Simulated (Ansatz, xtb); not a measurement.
**GeH4OS: 3 structures ranked**

3 gas-phase structures of GeH4OS, found in a search over its isomers (lower ones may exist). Each was relaxed with GFN2-xTB:

A. a singlet given by its coordinates
B. `[OH][GeH2][SH]`, a singlet
C. `O[S][GeH3]`, a singlet

A (Å):

```json
{"atom": "Ge", "x (Å)": "-0.2949", "y (Å)": "-1.3849", "z (Å)": "0.3512"}
{"atom": "O", "x (Å)": "0.3055", "y (Å)": "-0.9932", "z (Å)": "-1.2908"}
{"atom": "S", "x (Å)": "-1.1183", "y (Å)": "1.3230", "z (Å)": "0.6613"}
{"atom": "H", "x (Å)": "1.0703", "y (Å)": "-0.6776", "z (Å)": "1.0456"}
{"atom": "H", "x (Å)": "-0.1425", "y (Å)": "1.4821", "z (Å)": "-0.2203"}
{"atom": "H", "x (Å)": "-0.1654", "y (Å)": "-1.3426", "z (Å)": "-2.0433"}
{"atom": "H", "x (Å)": "-0.2816", "y (Å)": "1.3772", "z (Å)": "1.6872"}
```

Close contacts (Å): Ge1–O2 1.79, Ge1–S3 2.85, Ge1–H4 1.69, O2–H6 0.95, S3–H5 1.32, S3–H7 1.32.

Estimate their order in r2SCAN-D4/def2-SVP energy at these geometries, lowest first.

Calculated order at r2SCAN-D4/def2-SVP: B (0.0), A (114.7), C (170.7) kJ/mol.

Energies above the lowest of each column, in kJ/mol; the last columns are at r2SCAN-D4/def2-TZVP geometries and were run for some of them only (a dash: not run or not comparable):

```csv
structure,GFN2-xTB,HF/STO-3G,r2SCAN-D4/def2-SVP,r2SCAN-D4/def2-TZVP,CCSD(T)/def2-TZVP
B,0.0,0.0,0.0,0.0,0.0
A,29.9,277.9,114.7,124.9,133.9
C,145.4,85.4,170.7,–,–
```

Every level run on B puts it lowest or level with the lowest. Some further structures that were screened fall inside this span and aren't listed. Flexible structures stand in one conformer each, not always the lowest. Frequencies (r2SCAN-D4/def2-TZVP) were run for A, B alone.

Programs: Ansatz 0.2.0, xtb 6.7.1.
